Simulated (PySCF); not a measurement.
**Adding and removing an electron: TlPb**

PBE; PySCF, scalar-relativistic core potentials, basis sets Tl cc-pVDZ-PP with ECP60, Pb cc-pVDZ-PP with ECP60. Neutral (UKS): quartet (σ ↑, π ↑↑), Re = 3.009 Å, ωe = 98.6 cm⁻¹, De = 1.98 eV, HOMO -4.02 eV, LUMO -3.15 eV.

TlPb⁺ (UKS): triplet (σ ↑, π ↑), Re = 3.433 Å, ωe = 57.3 cm⁻¹. The energies at the minima are -365.46007 hartree for TlPb and -365.22639 for TlPb⁺.

**Question.** Work out the adiabatic ionisation energy, without and with harmonic zero-point energies (1 hartree = 27.2114 eV, 1 eV = 8065.5 cm⁻¹), and the change of the bond length.

**Answer.** At PBE: 0.23368 hartree = 6.359 eV between the minima; the zero-point term (57.3 − 98.6)/2 cm⁻¹ = -0.003 eV makes it 6.356 eV. Re changes by +42.4 pm against the neutral. The electron leaves a π orbital, and the ion is left as a loose complex of an ion and an atom.

These are scalar-relativistic numbers at best; spin–orbit coupling would shift them, the dissociation energy most. States were picked by a PBE0 search and need not be the measured ground states.
